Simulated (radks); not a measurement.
All-electron atom: the caesium ion Cs42+ in [Ne] 3s2 3p1.

All-electron calculation, non-relativistic Kohn-Sham, PBE, spin-polarised, spherical densities, point nucleus; open shells are filled with parallel spins first (spin-orbit coupling, left out, can overturn this in heavy ions); relativity is left out, which matters for an element this heavy. Program: a radial shooting solver on a logarithmic mesh with Libxc functionals.

Energy parts (eV):
| part | energy |
|---|---|
| total | -161641.86 |
| kinetic | 161627.12 |
| electron-nucleus | -339268.69 |
| Hartree | 18704.96 |
| exchange-correlation | -2705.25 |

Orbitals (lengths in bohr, moments of r in powers of bohr; r(max) is where P^2 peaks):
orbital  occ.  eigenvalue (eV)      <r>   r(max)
1s up       1        -36919.81  0.02761  0.01830
1s down     1        -36917.31  0.02761  0.01830
2s up       1        -7766.561   0.1167   0.1001
2s down     1        -7764.376   0.1167   0.1001
2p up       3        -7502.312  0.09913  0.07809
2p down     3        -7499.418  0.09912  0.07811
3s up       1        -3155.296   0.2777   0.2646
3s down     1        -3144.769   0.2779   0.2646
3p up       1        -3060.117   0.2636   0.2490
3p down     0        -3049.595   0.2637   0.2490
3d up       0        -2917.998   0.2286   0.1944
3d down     0        -2909.554   0.2284   0.1939
4s up       0        -1695.370   0.5101   0.5174
4s down     0        -1691.580   0.5107   0.5180

The highest occupied level is 3p up at -3060.1 eV. The electron density at the nucleus is 1.183e+05 e/bohr^3. For comparison, the ionisation energy in NIST's Atomic Spectra Database is 3214 eV (theoretical). In exact Kohn-Sham theory the highest level is minus the ionisation energy, but local and semilocal functionals leave it too shallow, through self-interaction and a potential that decays too fast; potentials with the right tail come closer.
